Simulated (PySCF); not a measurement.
# Energy of Al²⁺ (aluminium, charge +2) between two integer charges

The 3s alpha orbital of [Ne] 3s1 is emptied in steps (occupation f), with all orbitals relaxed, ending at [Ne]. Computed with PySCF 2.14 in aug-pcseg-2, with no relativity, point nucleus. The exact energy is a straight line in f; departures are measured from the line between the end points of the same method.

| f | UHF (eV) | LDA (eV) | PBE (eV) | PBE0 (eV) | r2SCAN (eV) | LC-wPBE (eV) | BHandHLYP (eV) | HSE06 (eV) |
| --- | --- | --- | --- | --- | --- | --- | --- | --- |
| 1 | 0.000 | 0.000 | 0.000 | 0.000 | 0.000 | 0.000 | 0.000 | 0.000 |
| 0.75 | 0.004 | -0.783 | -0.815 | -0.599 | -0.672 | -0.083 | -0.445 | -0.670 |
| 0.5 | 0.005 | -1.013 | -1.083 | -0.795 | -0.842 | -0.115 | -0.598 | -0.886 |
| 0.25 | 0.004 | -0.721 | -0.808 | -0.592 | -0.562 | -0.103 | -0.459 | -0.665 |
| 0 | 0.000 | 0.000 | 0.000 | 0.000 | 0.000 | 0.000 | 0.000 | 0.000 |

For BHandHLYP, how does the orbital energy at f = 1 compare with the removal energy?

−ε = 26.438 eV against a total-energy difference of 28.801 eV. By Janak's theorem ε = ∂E/∂f, so the gap between them reflects the curvature. Along the path −ε is 27.606 (f = 0.75), 28.769 (f = 0.5), 29.945 (f = 0.25) eV.

```tsv
method	E(f=0) − E(f=1) (eV)	−ε at f=1 (eV)	−ε at f=0.5 (eV)
UHF	28.021	28.042	28.021
LDA	28.807	24.555	28.959
PBE	28.808	24.447	28.821
PBE0	28.671	25.454	28.688
r2SCAN	28.357	24.632	28.600
LC-wPBE	28.643	28.187	28.597
BHandHLYP	28.801	26.438	28.769
HSE06	28.685	25.080	28.704
```

As f goes to zero the orbital energy of a semilocal functional can turn back, because the density of that orbital vanishes from the exchange-correlation potential.

Reference removal energy between the ground levels: 28.448 eV (measured; NIST Atomic Spectra Database, ionization energies). UHF lacks correlation.
